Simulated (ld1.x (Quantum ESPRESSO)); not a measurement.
**Configuration tests for antimony (Sb) (TM)**

antimony, norm-conserving Troullier–Martins (Kleinman–Bylander form), made with ld1.x (Quantum ESPRESSO) 7.5 (PBE, fully relativistic). Core [Kr], reference 4d10 5s2 5p2.5 (charge +0.5). Waves: 5s (bound): rc 2.00 bohr; 5p (bound): rc 2.25 bohr; 4d (bound): rc 1.50 bohr. Local part: all-electron potential smoothed inside 1.25 bohr (lloc = -1). Core correction: Bessel-smoothed model core inside 1.15 bohr.

Open shells are filled in proportion to 2j + 1 (rel_dist='average').

Energies are relative to the spin-unpolarised reference configuration 4d10 5s2 5p2.5; without spin polarisation the order of configurations can differ from experiment. Not all tests gave a result: 1 of 7 tests not solved or not reliable. Left out of the table: 4d9 5s2 5p3 (solver errors, printed error -1905 eV).

```tsv
valence configuration	charge	ΔE all-electron (eV)	error AE − PS (meV)
4d10 5s2 5p3	0	-3.270	-0.1
4d10 5s2 5p2	+1	5.064	0.0
4d10 5s2 5p1	+2	21.052	+0.5
4d10 5s2 5p3.3	-0.3	-4.433	-0.1
```

Question: What are ΔE and the potential's error for 4d10 5s2 5p0?

Answer: ΔE = 45.491 eV all-electron; the error (AE − PS) is +3.4 meV.

Question: What are ΔE and the potential's error for 4d10 5s1 5p4?

Answer: ΔE = 4.816 eV all-electron; the error (AE − PS) is -3.8 meV.

Note: ghost states, extra bound levels that the all-electron valence spectrum of the same l lacks: s at -185.3 eV, p3/2 at -50.2 eV, p1/2 at -43.0 eV. A true bound ghost makes a file unfit for plane-wave use.
